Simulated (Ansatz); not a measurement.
# One elementary step

Start structure (SiN2H10O, singlet), relaxed at PBE0-D4/def2-TZVP:

```
14
angstrom
Si 0.6178 1.3028 0.4747
O 0.8263 2.1612 1.9051
H 1.2736 2.1359 -0.5696
H 1.3117 0.0033 0.7150
H -0.8626 1.2489 0.4672
H -0.3729 -0.7949 -1.2075
N 0.1310 0.0335 -1.5346
H -0.5316 -1.8826 0.9360
N -1.2112 -2.0819 0.2103
H 1.7285 2.3863 2.1340
H -0.4564 0.5356 -2.1890
H 0.9611 -0.2661 -2.0309
H -1.3220 -3.0873 0.1655
H -2.0934 -1.6946 0.5238
```

The step: SiH₄O ([OH][SiH3]) + NH₃ + NH₃ → SiNH₅ ([NH2][SiH3]) + H₂O + NH₃; bonds formed: Si1–N7, O2–H8, H6–N9; bonds broken: Si1–O2, H6–N7, H8–N9. Ansatz 0.2.0; basis: def2-TZVPP and def2-QZVPP; cores frozen in the correlated methods. Extrapolation: Hartree–Fock as exp(−7.88 √X), correlation as X^−2.97. Energies below are by CCSD(T) at an estimated basis limit (MP2 extrapolated from triple and quadruple zeta, plus CCSD(T) − MP2 in triple zeta).

**Question.** What are the electronic barrier and the energy of the step, from the start structure to the end structure? (An estimate is asked for; the value comes from the calculation.)

**Answer.** The calculation gives: Barrier 29.19 kcal/mol; step energy 8.55 kcal/mol (uphill); reverse barrier, their difference, 20.64 kcal/mol. Barrier and step energy count from the start structure, the reverse barrier from the end structure.

The saddle point: One imaginary mode of 503i cm⁻¹.
```tsv
pair	start (Å)	saddle (Å)	end (Å)
Si1–N7	2.43	1.79	1.74
O2–H8	4.37	1.27	0.98
H6–N9	2.09	1.04	1.02
Si1–O2	1.68	1.84	3.74
H6–N7	1.02	1.96	2.21
H8–N9	1.01	1.23	1.89
```

Zero-point energy (harmonic, PBE0-D4): ZPE is 71.55 kcal/mol at the start and 70.97 kcal/mol at the saddle, so the barrier goes from 29.19 to 28.62 kcal/mol.

The T1 diagnostic stays at or below 0.011.

Labels in which every atom is bracketed show which atoms are joined, not bond orders.

For scale, one of the runs: CCSD(T)/def2-TZVPP, 275 basis functions, launched by `ansatz run in.yaml --threads 8 --pin off --events-out ev --progress --plain --max-ram 19148MiB`. Time: 68 s of wall clock on 8 CPU threads of a Oxide Virtual Turin-like; the host was shared. Peak host memory: 7.7 GiB.
